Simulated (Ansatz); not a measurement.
Basis-set extrapolation for CH$_{7}$ClOSi$_{2}$, SMILES `C[SiH](Cl)[SiH2]O` (PBE0-D4/def2-TZVP geometry, frozen core, the Gaussian-basis code of Ansatz). Multiplicity 1, RHF reference.

|  | def2-TZVPP | def2-QZVPP |
| --- | --- | --- |
| HF | -1154.368089 | -1154.404660 |
| MP2 correlation | -0.853173 | -0.923478 |
| CCSD(T) correlation | -0.949486 | not run |

Energies in hartree. Use E(X) = E(∞) + A·exp(−7.88·√X) for Hartree–Fock and E(X) = E(∞) + B·X^(−2.97) for correlation, with X = 3 and 4, and add CCSD(T) minus MP2 of the smaller set to the MP2 limit.

Question: What is the CCSD(T) energy at the basis-set limit?

Answer: HF limit: -1154.404660 + (-0.036571) × 0.13774 = -1154.40970. MP2 limit: -0.923478 + (-0.070305) × 0.74074 = -0.97556. Higher-order term: -0.949486 − (-0.853173) = -0.09631. Total: -1155.48157 hartree, 4.46 eV below CCSD(T)/def2-TZVPP.
